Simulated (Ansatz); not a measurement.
C2H7GeNSi, SMILES `[GeH3][NH]C1=C[SiH2]1` at its PBE0-D4/def2-TZVP geometry, where that method's forces vanish. The species carries charge 0 and has multiplicity 1.

```xyz
12

Ge   -0.9557   -1.6795   -1.0491
N    -0.4664    0.0988   -0.9126
C     0.2163    0.5956    0.1414
C     0.7328    0.1434    1.2994
Si    1.0349    1.8994    1.1009
H    -1.8624   -2.0464    0.1355
H    -1.7013   -1.8003   -2.3844
H     0.3073   -2.5537   -1.0297
H    -0.7076    0.7494   -1.6398
H     0.7927   -0.8012    1.8235
H     0.2557    2.9416    1.8209
H     2.3538    2.4530    0.6940
```

Q: What forces (eV/Å) does ωB97M-V/def2-TZVPP give on these atoms in Ansatz? (Best estimate.)

A: Ansatz gave: 
```
Ge1 -0.028 -0.110 -0.004
N2  -0.189 -0.151 -0.287
C3   0.190  0.211  0.271
C4  -0.001 -0.064  0.027
Si5  0.058  0.147  0.039
H6   0.069  0.031 -0.086
H7   0.060  0.010  0.106
H8  -0.092  0.069  0.000
H9   0.019 -0.022  0.042
H10 -0.021  0.061 -0.070
H11  0.094 -0.122 -0.087
H12 -0.158 -0.062  0.049
```
